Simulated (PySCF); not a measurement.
Level of theory: PBE/[Tc def2-SVP with ECP28, O def2-SVP, I def2-SVP with ECP28], scalar-relativistic core potentials, density fitting, no spin–orbit coupling, PySCF.

```xyz
5
charge 0 multiplicity 1, angstrom
Tc   -0.9034    0.0000   -0.6387
O    -2.2747   -0.0001    0.3472
O    -0.8920    1.3828   -1.6083
O    -0.8920   -1.3827   -1.6085
I     1.2154    0.0000    0.8594
```

TcO3I (singlet), along the line from Tc1 (at 0) through O2 (at 1.689 Å). Core electrons replaced by a potential are absent, the electrostatic potential uses the reduced nuclear charge, and values within about 0.7 Å of such atoms have no physical meaning.

Q: Tabulate the fields along this line at 0.76, 0.93, 1.10, 1.27, 1.44, 1.60, 1.86, 2.03, 2.20, 2.36, 2.53, 2.70 Å.

A: 
| distance (Å) | electron density (e/Å³) | electron localisation function | electrostatic potential (V) |
| --- | --- | --- | --- |
| 0.76 | 2.41 | 0.438 | 43.7 |
| 0.93 | 1.84 | 0.429 | 27.6 |
| 1.10 | 2.51 | 0.73 | 29.6 |
| 1.27 | 4.33 | 0.736 | 59.9 |
| 1.44 | 7.63 | 0.163 | 174 |
| 1.60 | 173 | 0.989 | 908 |
| 1.86 | 20.6 | 0.22 | 338 |
| 2.03 | 5.76 | 0.609 | 93.3 |
| 2.20 | 2.81 | 0.883 | 30.9 |
| 2.36 | 1.24 | 0.885 | 10.4 |
| 2.53 | 0.506 | 0.82 | 3.16 |
| 2.70 | 0.204 | 0.675 | 0.598 |
